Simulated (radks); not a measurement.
Species: W49+. Configuration: [Ar] 3d7. Method: Dirac Kohn-Sham, BLYP, spin-unpolarised, spherical densities, finite nucleus; open shells fill j = l - 1/2 first; Fermi nuclear charge, rms radius 5.3658 fm; computed with a radial shooting solver on a logarithmic mesh with Libxc functionals. Some entries of the table are withheld. Estimate them.

orbital  occ.  eigenvalue (eV)  <r^2> (bohr^2)
1s1/2       2        -72239.49       0.0004630
2s1/2       2        -14762.32        0.007004
2p1/2       2              (1)             (2)
2p3/2       4              (3)             (4)
3s1/2       2              (5)         0.04294
3p1/2       2              (6)         0.03899
3p3/2       4              (7)         0.04450
3d3/2       4        -4448.337         0.03361
3d5/2       3        -4376.056         0.03508
4s1/2       0        -2688.099             (8)
4p1/2       0        -2596.863          0.1588
4p3/2       0        -2484.725          0.1749

Answer. 
(1) 2p1/2 eigenvalue (eV): -14260.43
(2) 2p1/2 <r^2> (bohr^2): 0.004995
(3) 2p3/2 eigenvalue (eV): -12896.54
(4) 2p3/2 <r^2> (bohr^2): 0.006172
(5) 3s1/2 eigenvalue (eV): -5316.559
(6) 3p1/2 eigenvalue (eV): -5105.017
(7) 3p3/2 eigenvalue (eV): -4783.780
(8) 4s1/2 <r^2> (bohr^2): 0.1627
